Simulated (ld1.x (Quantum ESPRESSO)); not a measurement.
# What one change does to a pseudopotential (In, TM)

ld1.x (Quantum ESPRESSO) 7.5 input, shortened:

```
&input
   title='In', zed=49., rel=1, dft='PBESOL', iswitch=3,
   config='[Kr] 4d10 5s2 5p1'
 /
 &inputp
   pseudotype=2, tm=.true., lloc=0,
   nlcc=.true., rcore=0.90
 /
3
5P  2  1   1.00   0.00  2.00  2.00  0.0
4D  3  2  10.00   0.00  1.75  1.75  0.0
5S  1  0   2.00   0.00  1.55  1.55  0.0
 &test
   configts(1)='4d10 5s2 5p1'
 /
```

Change: wave 5p (bound): rc 2.00 bohr becomes 5p (bound): rc 1.42 bohr.

Cutoffs: the cutoffs (Ry, on a coarse ladder) from which the occupation-weighted sum of valence levels, in a spherical-Bessel basis at the reference potential, stays within 10 and 1 mRy of its value at 400 Ry; they do not see the model core or the augmentation charge, which bear on the density cutoff. Errors are all-electron minus pseudo energies relative to the spin-unpolarised reference configuration.

Q: What does the change do?

A: The potential gets harder (70 Ry and 140 Ry → 200 Ry and 260 Ry); both files keep a bound ghost (p); of the 7 tests that both files solve, the error grows in 2 and shrinks in 1 by more than 15 % and 0.3 meV (median size 1.2 → 3.5 meV). A smaller radius makes the pseudo-wave follow the all-electron one further in, where it bends more sharply, so more plane waves are needed.

```tsv
quantity	base	changed
cutoff, loose	70 Ry	200 Ry
cutoff, tight	140 Ry	260 Ry
loose cutoff by channel (10 mRy a level)	p 15 Ry, d 60 Ry, s 30 Ry	p 200 Ry, d 60 Ry, s 30 Ry
bound ghosts	p	p
error for 4d10 5s2 5p0, meV [ΔE 5.36 eV]	-1.8	-1.8
error for 4d10 5s1 5p0, meV [ΔE 24.64 eV]	-0.4	+0.5
error for 4d10 5s0 5p0, meV [ΔE 52.90 eV]	-41	-47
error for 4d9 5s2 5p2, meV [ΔE 18.26 eV]	-110	-92
error for 4d10 5s1 5p2, meV [ΔE 5.88 eV]	-1.2	-5.4
error for 4d10 5s1 5p1, meV [ΔE 12.01 eV]	+0.7	-3.5
error for 4d10 5s2 5p1.3, meV [ΔE -0.53 eV]	0.0	0.0
```

 A true bound ghost makes a file unfit for plane-wave use even where its test errors are small: the radial tests pick states by their node count and pass the ghost by.
